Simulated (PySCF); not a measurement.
CH₁₀NPSi₃.
SMILES with atom numbers: `[SiH3:1]/[CH:2]=[P:3]/[N:4]([SiH3:5])[SiH3:6]` (hydrogens: H7, H8, H9 on Si1; H10 on C2; H11, H12, H13 on Si5; H14, H15, H16 on Si6)

Theory: core-valence-separated Tamm–Dancoff BHandHLYP/aug-pcX-1 (pcseg-1 on H, def2-SVPD on P, def2-SVPD on Si) in PySCF, non-relativistic, gas phase, PBE0-D3(BJ)/def2-SVP geometry.

Computed nitrogen K-edge spectrum, Gaussian lines of 0.6 eV full width, highest printed point 100; it ends one width below the last computed root. The energies are unshifted.

| photon energy (eV) | absorption |
| --- | --- |
| 397.6 | 0 |
| 397.7 | 1 |
| 397.8 | 2 |
| 397.9 | 4 |
| 398.0 | 8 |
| 398.1 | 12 |
| 398.2 | 17 |
| 398.3 | 20 |
| 398.4 | 20 |
| 398.5 | 17 |
| 398.6 | 12 |
| 398.7 | 8 |
| 398.8 | 4 |
| 398.9 | 2 |
| 399.0 | 1 |
| 399.1 | 0 |
| 399.2 | 0 |
| 399.3 | 0 |
| 399.4 | 0 |
| 399.5 | 0 |
| 399.6 | 0 |
| 399.7 | 1 |
| 399.8 | 2 |
| 399.9 | 4 |
| 400.0 | 8 |
| 400.1 | 17 |
| 400.2 | 30 |
| 400.3 | 47 |
| 400.4 | 66 |
| 400.5 | 83 |
| 400.6 | 96 |
| 400.7 | 100 |
| 400.8 | 93 |
| 400.9 | 78 |
| 401.0 | 57 |
| 401.1 | 37 |
| 401.2 | 21 |
| 401.3 | 11 |

Problem. Assign the maxima to core holes.

Solution. 2 maxima:
- 398.3 eV: N4 (nitrogen bridging silicon atoms), 398.35 eV, f = 0.015, 100 % of the height at the exact maximum
- 400.7 eV: N4 (nitrogen bridging silicon atoms), 400.75 eV, f = 0.033, 44 % of the height at the exact maximum; N4 (nitrogen bridging silicon atoms), 400.47 eV, f = 0.030, 28 % of the height at the exact maximum; N4 (nitrogen bridging silicon atoms), 400.78 eV, f = 0.015, 19 % of the height at the exact maximum

Further lines of some strength in the range: N4, 400.87 eV, f = 0.008.

Roots within 0.03 eV on the same or equivalent atoms count as one line; shares under 12 % aren't listed.

Vibrational structure and lifetime widths aren't in the curve. The ionisation threshold wasn't computed; near and above it a finite basis only mimics Rydberg series and continuum.

Shape of the structure used: `[SiH3:1]/[CH:2]=[P:3]/[N:4]([SiH3:5])[SiH3:6]`: C2–P3–N4–Si5 179°.

One conformer stands for the species.
